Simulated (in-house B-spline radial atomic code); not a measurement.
Configurations of the samarium ion Sm⁺, with energies counted from [Xe] 4f6 6s1. Computed with a B-spline radial code for spherical atoms: Dirac-Hartree-Fock, average of configuration, Fermi nucleus of rms radius 5.0819 fm. Energies include first-order Breit, QED and recoil terms.

Occupations are held fixed; configurations that lie above the ionisation limit could autoionise.

| configuration | E - E(ref) (eV) | highest orbital | its <r> (bohr) |
| --- | --- | --- | --- |
| [Xe] 4f5 5d1 6s1 | 0.34047 | 6s1/2 | 3.961 |
| [Xe] 4f7 | 6.5545 | 4f7/2 | 1.086 |
| [Xe] 4f6 9p1 | 8.6118 | 9p3/2 | 24.64 |
| [Xe] 4f5 6s1 6g1 | 10.497 | 6g7/2 | 21.94 |
| [Xe] 4f5 6s1 10d1 | 11.044 | 10d5/2 | 40.86 |
| [Kr] 4d10 4f6 5s2 5p5 6s2 | 22.559 | 6s1/2 | 3.853 |
| [Kr] 4d10 4f6 5s2 5p5 6s1 10g1 | 33.199 | 10g7/2 | 69.86 |
| [Kr] 4d9 4f6 5s2 5p6 6s2 | 134.56 | 6s1/2 | 3.801 |
| [Kr] 4d9 4f6 5s2 5p6 6s1 6g1 | 144.4 | 6g7/2 | 21.94 |

Task: Order these further configurations by energy, lowest first.
A. [Xe] 4f5 6s1 8d1
B. [Xe] 4f5 6s1 8p1
C. [Xe] 4f6 5d1
D. [Kr] 4d9 4f6 5s2 5p6 6s1 9g1
E. [Xe] 4f5 6s1 10p1

Result: C (1.5184 eV), B (9.4903 eV), A (10.204 eV), E (10.786 eV), D (145.24 eV).

Task: How far above the reference does [Kr] 4d9 4f6 5s2 5p6 6s1 10g1 lie?

Result: 145.37 eV; its least bound orbital is 10g7/2 with <r> = 69.87 bohr.

Task: How far above the reference does [Kr] 4d10 4f6 5s2 5p5 6s1 7g1 lie?

Result: 32.631 eV; its least bound orbital is 7g7/2 with <r> = 31.66 bohr.

Task: How far above the reference does [Kr] 4d10 4f6 5s2 5p5 6s1 7d1 lie?

Result: 31.053 eV; its least bound orbital is 7d5/2 with <r> = 13.9 bohr.
